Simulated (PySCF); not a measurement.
H7NSSi2, SMILES N[SiH2]S[SiH3]. Heavy atoms are numbered as in [SiH3:1][S:2][SiH2:3][NH2:4]. Hydrogens are named by the atom that carries them.

The structure is a stationary point at B3LYP-D3(BJ)/def2-SVP. Other conformers were not sampled.

Computed with HF/pcSseg-1 (PySCF).

GIAO shieldings, no solvent; atoms alike by connectivity are averaged. δ = σ(ref) − σ: ²⁹Si against TMS (σ = 393.8 ppm); ³³S against H2S (σ = 725.2 ppm); ¹⁵N against NH3 (σ = 267.3 ppm); ¹H against TMS (σ = 31.99 ppm), references at their B3LYP-D3(BJ)/def2-TZVP geometries, non-relativistic.

```
nucleus       atoms  count  δ (ppm)
-------  ----------  -----  -------
²⁹Si     Si3 (SiH2)      1    -23.5
²⁹Si     Si1 (SiH3)      1    -53.3
³³S              S2      1   -102.6
¹⁵N        N4 (NH2)      1     12.6
¹H         H on Si3      2     4.90
¹H         H on Si1      3     4.42
¹H          H on N4      2     1.21
```
